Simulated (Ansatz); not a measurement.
This geometry of CH5BrOSi (9 atoms, charge 0, multiplicity 1) is a first-order saddle point.

Method: Ansatz 0.2.0, RKS PBE/def2-SVP.

```xyz
9
Properties=species:S:1:pos:R:3
O 0.214 1.823 -0.119
C 0.631 0.504 -0.440
Si -0.281 -0.855 0.582
Br -1.430 -2.239 -0.783
H -0.704 1.926 -0.429
H 1.711 0.439 -0.180
H 0.562 0.265 -1.529
H 0.662 -1.710 1.382
H -1.276 -0.200 1.498
```

(1) Which two structures does it join? (They come from a converged band through this point; their orientation in space is the band's.)

(2) How far does it lie above each of them?

## Answers

(1) No bond is made or broken. The dihedral H7–C2–Si3–H8 goes from 46 to 172°.

First end point:

```xyz
9
Properties=species:S:1:pos:R:3
O -0.158 1.576 -0.737
C 0.714 0.528 -0.345
Si -0.196 -0.765 0.721
Br -1.987 -1.370 -0.522
H -0.918 1.157 -1.189
H 1.530 0.979 0.261
H 1.212 0.019 -1.209
H 0.618 -1.997 1.009
H -0.727 -0.173 1.993
```

Last end point:

```xyz
9
Properties=species:S:1:pos:R:3
O 0.668 1.621 0.384
C 0.523 0.528 -0.524
Si -0.379 -0.880 0.395
Br -0.803 -2.636 -0.953
H -0.214 2.021 0.503
H 1.543 0.196 -0.809
H 0.006 0.803 -1.474
H 0.439 -1.354 1.559
H -1.692 -0.344 0.900
```

(2) 14.6 kJ/mol above the first and 10.9 kJ/mol above the second. This is the barrier of this one path; another mechanism may lie lower.

Run time: 57 s on 2 threads of Intel(R) Xeon(R) Platinum 8488C (Sapphire Rapids), with other jobs on the host, peak memory 0.16 GiB.
